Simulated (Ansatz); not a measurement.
`OC(F)(Cl)O[SiH3]` + H₂ → `OC(F)Cl` + silanol at 700 K and 1 bar (hydrogenolysis of a C–O bond).

Calculated with Ansatz (gas phase, PBE0-D4/def2-TZVP geometries, no zero-point term in ΔE). CCSD(T)/CBS is the MP2 limit (def2-TZVPP, def2-QZVPP) plus CCSD(T) − MP2 in def2-TZVPP, frozen cores. This one scheme is used for every species. Each species was taken in one conformer, which may not be the lowest.

```
           species  CCSD(T)/CBS energy (Eh)  H − E (kJ/mol)  S (J/(mol·K))
`OC(F)(Cl)O[SiH3]`              -1039.48341           226.6          489.2
                H₂                 -1.17544            46.8          155.3
         `OC(F)Cl`               -673.99326           140.6          354.4
         `O[SiH3]`               -366.69042           144.6          321.6
```

H − E and S are ideal-gas, rigid-rotor, harmonic terms from PBE0-D4/def2-TZVP, for one conformer and one mirror image of each species. For small species the MP2-based limit differs from directly extrapolated CCSD(T) by up to some mEh (0.8 for H₂); such offsets cancel only in part. 1 Eh = 2625.50 kJ/mol, R = 8.31446 J/(mol·K).

By hand: ΔE, ΔH, ΔS and ΔG.

ΔE = (-673.99326) + (-366.69042) − (-1039.48341) − (-1.17544) = -0.02483 Eh = -65.2 kJ/mol. Δ(H − E) = 140.6 + 144.6 − 226.6 − 46.8 = 11.8, so ΔH = -53.4 kJ/mol. ΔS = 354.4 + 321.6 − 489.2 − 155.3 = 31.5 J/(mol·K). ΔG = -53.4 − 700 × (31.5)/1000 = -75.5 kJ/mol.

By hand: the equilibrium constant, and the temperature at which ΔG would vanish if ΔH and ΔS stayed fixed.

log₁₀ K = −ΔG/(RT ln 10) = 5.6. ΔH and −TΔS have one sign here, so there is no such temperature.

TΔS isn't small against ΔH here. A doubt of 5 kJ/mol in ΔE shifts log₁₀ K by 0.4 here. Other conformers and mirror images would add mixing entropy, several J/(mol·K) or more a flexible species. Modes under 60 cm⁻¹, often nearly free rotors, make the harmonic entropy too high. These are equilibria of isolated gas molecules and say nothing of rates. Largest T1 diagnostic: 0.012 (customary marks: 0.02 for closed shells, 0.045 for open ones).
